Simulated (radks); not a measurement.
The xenon ion Xe7+ is in [Kr] 4d10 5s1. Method: Dirac Kohn-Sham, BLYP, spin-unpolarised, spherical densities, finite nucleus; Fermi nuclear charge, rms radius of each element as measured or else 0.836 A^(1/3) + 0.57 fm; computed with a radial shooting solver on a logarithmic mesh with Libxc functionals. Sub-shells are occupied by j as written (lower j first in brackets). One electron is removed from 4d5/2, 5s1/2, 4d3/2, 4p3/2 in turn, with full relaxation. Which removal costs least, and what does each cost?

Answer. 5s1/2 107.00 eV; 4d5/2 161.67 eV; 4d3/2 163.83 eV; 4p3/2 242.23 eV. The 5s1/2 electron leaves first.
